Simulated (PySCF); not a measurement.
**Orbital picture of ZrN**

LC-ωPBE at R = 1.676 Å; PySCF, spin-free X2C with a Gaussian nucleus, basis sets Zr x2c-TZVPPall, N x2c-TZVPPall. State: ²Σ⁺ (doublet), unpaired electrons σ ↑. Only the outer orbitals are listed, counted within each symmetry.

```json
{"spin": "α", "orbital": "9σ", "occ.": "1", "ε (eV)": "-37.74", "on Zr (%)": "93", "main shells (%)": "93 Zr p"}
{"spin": "α", "orbital": "4π", "occ.": "1", "ε (eV)": "-37.28", "on Zr (%)": "100", "main shells (%)": "100 Zr p"}
{"spin": "α", "orbital": "4π", "occ.": "1", "ε (eV)": "-37.28", "on Zr (%)": "100", "main shells (%)": "100 Zr p"}
{"spin": "α", "orbital": "10σ", "occ.": "1", "ε (eV)": "-20.15", "on Zr (%)": "18", "main shells (%)": "82 N s, 10 Zr d"}
{"spin": "α", "orbital": "5π", "occ.": "1", "ε (eV)": "-10.04", "on Zr (%)": "41", "main shells (%)": "58 N p, 37 Zr d"}
{"spin": "α", "orbital": "5π", "occ.": "1", "ε (eV)": "-10.04", "on Zr (%)": "41", "main shells (%)": "58 N p, 37 Zr d"}
{"spin": "α", "orbital": "11σ", "occ.": "1", "ε (eV)": "-9.31", "on Zr (%)": "43", "main shells (%)": "48 N p, 39 Zr d, 8 N s"}
{"spin": "α", "orbital": "12σ", "occ.": "1", "ε (eV)": "-6.83", "on Zr (%)": "93", "main shells (%)": "70 Zr s, 19 Zr p"}
{"spin": "α", "orbital": "6π", "occ.": "0", "ε (eV)": "-0.10", "on Zr (%)": "98", "main shells (%)": "83 Zr p, 15 Zr d"}
{"spin": "α", "orbital": "6π", "occ.": "0", "ε (eV)": "-0.10", "on Zr (%)": "98", "main shells (%)": "83 Zr p, 15 Zr d"}
{"spin": "α", "orbital": "2δ", "occ.": "0", "ε (eV)": "0.30", "on Zr (%)": "100", "main shells (%)": "100 Zr d"}
{"spin": "β", "orbital": "9σ", "occ.": "1", "ε (eV)": "-37.59", "on Zr (%)": "93", "main shells (%)": "93 Zr p"}
{"spin": "β", "orbital": "4π", "occ.": "1", "ε (eV)": "-37.13", "on Zr (%)": "100", "main shells (%)": "100 Zr p"}
{"spin": "β", "orbital": "4π", "occ.": "1", "ε (eV)": "-37.13", "on Zr (%)": "100", "main shells (%)": "100 Zr p"}
{"spin": "β", "orbital": "10σ", "occ.": "1", "ε (eV)": "-20.24", "on Zr (%)": "18", "main shells (%)": "82 N s, 9 Zr d"}
{"spin": "β", "orbital": "5π", "occ.": "1", "ε (eV)": "-10.07", "on Zr (%)": "38", "main shells (%)": "61 N p, 34 Zr d"}
{"spin": "β", "orbital": "5π", "occ.": "1", "ε (eV)": "-10.07", "on Zr (%)": "38", "main shells (%)": "61 N p, 34 Zr d"}
{"spin": "β", "orbital": "11σ", "occ.": "1", "ε (eV)": "-9.28", "on Zr (%)": "39", "main shells (%)": "54 N p, 34 Zr d"}
{"spin": "β", "orbital": "12σ", "occ.": "0", "ε (eV)": "-0.80", "on Zr (%)": "90", "main shells (%)": "64 Zr s, 19 Zr p"}
{"spin": "β", "orbital": "6π", "occ.": "0", "ε (eV)": "0.72", "on Zr (%)": "99", "main shells (%)": "85 Zr p, 14 Zr d"}
{"spin": "β", "orbital": "6π", "occ.": "0", "ε (eV)": "0.72", "on Zr (%)": "99", "main shells (%)": "85 Zr p, 14 Zr d"}
```

Problem. Which are the highest filled and the lowest empty level, where do they sit, and how wide is the gap?

Solution. Highest filled α 12σ at -6.83 eV (in %: 70 Zr s, 19 Zr p); lowest empty β 12σ at -0.80 eV (in %: 64 Zr s, 19 Zr p); the gap at LC-ωPBE is 6.03 eV.

```json
{"bond order (Mayer)": "3.17", "⟨S²⟩": "0.755", "charge on Zr (Mulliken, basis-dependent)": "0.56", "charge on Zr (Löwdin, basis-dependent)": "0.17", "dipole moment (positive dipole means Zr(−)N(+))": "-4.31 D"}
```

Spin–orbit coupling is left out. The state is the lowest single determinant that the PBE0 search found; with open d or f shells the true ground state can be another one.
